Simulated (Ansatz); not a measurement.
Consider the cleavage of the Si–Al bond: `C[CH2][AlH][SiH3]` + `[AlH2][SH]` → `[AlH2][S][SiH3]` + `C[CH2][AlH2]`.

Computed with Ansatz on PBE0-D4/def2-TZVP structures; ΔE is electronic, products minus reactants. CBS: MP2 limit from def2 TZ/QZ plus the TZ coupled-cluster correction, frozen cores. This one scheme is used for every species. DFT in def2-TZVPP. B3LYP here is the variant with VWN-RPA as its local correlation; programs differ in this. One conformer a species, not always the lowest.

(1) Is it downhill or uphill in electronic energy at CCSD(T)/CBS, and by how much? (An estimate is asked.)

(2) What do these levels give: PBE-D4, r2SCAN-D4, B3LYP-D4, ωB97M-V, PBE0, B3LYP, SCS-MP2/def2-TZVPP, CCSD/def2-TZVPP, CCSD(T)/def2-TZVPP, SCS-MP2/def2-QZVPP, MP2/CBS(def2), CCSD/CBS(def2)? (Best estimate.)

Largest T1 diagnostic among the species: 0.011.

## Answers

(1) Ansatz gave: Downhill: ΔE = -12.5 kcal/mol.

(2) Ansatz gave: PBE-D4 -9.3, r2SCAN-D4 -11.6, B3LYP-D4 -11.9, ωB97M-V -13.5, PBE0 -10.3, B3LYP -11.2, SCS-MP2/def2-TZVPP -14.1, CCSD/def2-TZVPP -11.5, CCSD(T)/def2-TZVPP -11.5, SCS-MP2/def2-QZVPP -14.8, MP2/CBS(def2) -15.5, CCSD/CBS(def2) -12.6 kcal/mol.

From PBE to PBE0 (25 % exact exchange), in def2-TZVPP and without D4, ΔE moves by −1.3 kcal/mol.
